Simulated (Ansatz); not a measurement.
# Abstraction of Cl: CH7ClSi2 + SbH2 → SiH2(CH3)(SiH2) + SbH2Cl

Species: CH7ClSi2 `C[SiH2][SiH2]Cl`, singlet; SbH2 `[SbH2]`, doublet; SiH2(CH3)(SiH2), doublet; SbH2Cl `[Cl][SbH2]`, singlet. A radical takes Cl: the energy is the difference in strength between the Si–Cl bond broken and the Sb–Cl bond made.

Shapes, held fixed at every level: PBE0-D4/def2-TZVP. Flexible molecules stand in one conformer, not always the lowest. Programs: Ansatz 0.2.0. Electronic energies: no zero-point or thermal term.

```csv
level,kind,ΔE (kJ/mol),less CCSD(T)/def2-TZVPP,CPU time (sum over the molecules)
PBE-D4/def2-TZVPP,GGA,+106.9,-21.7,21 s
B3LYP-D4/def2-TZVPP,global hybrid,+116.5,-12.1,32 s
wB97M-V/def2-TZVPP,range-separated hybrid,+133.1,+4.5,89 s
wB97X-V/def2-TZVPP,range-separated hybrid,+126.4,-2.2,66 s
MP2/def2-TZVPP,perturbation theory,+132.7,+4.1,–
CCSD/def2-TZVPP,coupled cluster or CI,+130.9,+2.3,–
CCSD(T)/def2-TZVPP,coupled cluster or CI,+128.6,0.0,11 min
```

The highest level, CCSD(T)/def2-TZVPP, gives ΔE = +128.6 kJ/mol; the levels span +106.9 to +133.1. The column of differences is taken from that level and isn't an error. No measured value is set beside it here. Open shells run unrestricted unless RO is named. For atoms past krypton def2 sets carry core potentials with scalar relativity. Correlated rows may include outer-core shells of Sb, which these sets cover unevenly. Times are processor times on shared x86 and Arm servers, and rough.
